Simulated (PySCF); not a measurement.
1-methyl-3-methylideneazetidine (C₅H₉N), SMILES N1(CC(=C)C1)C.

The structure is a stationary point at B3LYP-D3(BJ)/def2-SVP.

These are HF/def2-TZVP (PySCF) values and carry that method's errors.

Symmetry labels are those of the subgroup Cs that the program uses (full group Cs).

### Question
List the valence orbital energies around the gap with their symmetry. (The exact figures need the calculation; the answer reports its results.)

### Answer

```csv
orbital,symmetry,energy (eV)
HOMO−7,A",-15.77
HOMO−6,A',-15.29
HOMO−5,A",-14.98
HOMO−4,A',-13.57
HOMO−3,A",-13.26
HOMO−2,A",-12.37
HOMO−1,A',-10.27
HOMO,A',-9.30
LUMO,A',3.79
LUMO+1,A',3.94
LUMO+2,A',4.58
LUMO+3,A",4.95
```
